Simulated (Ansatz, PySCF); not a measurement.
This Ansatz (an electronic-structure program) input computes a r2SCAN/def2-TZVPD energy:

Ansatz 0.2 input:
```yaml
crystal:
  periodic: [false, false, false]
  atoms:
    - {symbol: C, position_ang: [2.36726410, -0.01508546, 0.07411713]}
    - {symbol: O, position_ang: [1.15011444, -0.50666394, 0.45392037]}
    - {symbol: C, position_ang: [0.04644156, 0.07850943, -0.06667143]}
    - {symbol: O, position_ang: [0.03739290, 0.98480164, -0.85371125]}
    - {symbol: O, position_ang: [-1.01116999, -0.53815290, 0.45513095]}
    - {symbol: C, position_ang: [-2.28318976, -0.04255261, 0.00643408]}
    - {symbol: H, position_ang: [3.19587160, -0.58573581, 0.45268988]}
    - {symbol: H, position_ang: [2.40425846, 0.73608046, -0.69597660]}
    - {symbol: H, position_ang: [-3.02421487, -0.64554856, 0.52240194]}
    - {symbol: H, position_ang: [-2.37615861, -0.15890181, -1.07238897]}
    - {symbol: H, position_ang: [-2.39355088, 1.00899937, 0.26727459]}
basis:
  gaussian:
    orbitals: def2-TZVPD
hamiltonian:
  xc: {name: r2SCAN}
magnetization: {spin_polarized: true, initial_magnetization: 1}
output: {forces: true}
```

Problem. Write an input for the same energy in PySCF and say what it gives.

Solution. 
```python
from pyscf import gto, scf, dft

mol = gto.M(
    atom='''
    C     2.36726410   -0.01508546    0.07411713
    O     1.15011444   -0.50666394    0.45392037
    C     0.04644156    0.07850943   -0.06667143
    O     0.03739290    0.98480164   -0.85371125
    O    -1.01116999   -0.53815290    0.45513095
    C    -2.28318976   -0.04255261    0.00643408
    H     3.19587160   -0.58573581    0.45268988
    H     2.40425846    0.73608046   -0.69597660
    H    -3.02421487   -0.64554856    0.52240194
    H    -2.37615861   -0.15890181   -1.07238897
    H    -2.39355088    1.00899937    0.26727459
    ''',
    basis='def2-tzvpd',
    charge=0,
    spin=1,
    verbose=4,
)

mf = dft.UKS(mol, xc='r2scan').density_fit(auxbasis='def2-universal-jkfit')
mf.grids.level = 4
mf.conv_tol = 1e-9
mf.max_cycle = 100
mf.max_memory = 1500
mf.kernel()
if not mf.converged:
    mf = mf.newton()
    mf.kernel(mf.make_rdm1())
for _ in range(2):
    mo, _, stable, _ = mf.stability(return_status=True)
    if stable:
        break
    mf.kernel(mf.make_rdm1(mo, mf.mo_occ))
mf.analyze()
```
It gives -342.91380 Eh, and Ansatz -342.91367 Eh, a difference of 0.13 mEh, from the treatment of integrals and grids.

It need not be the lowest isomer of its formula.
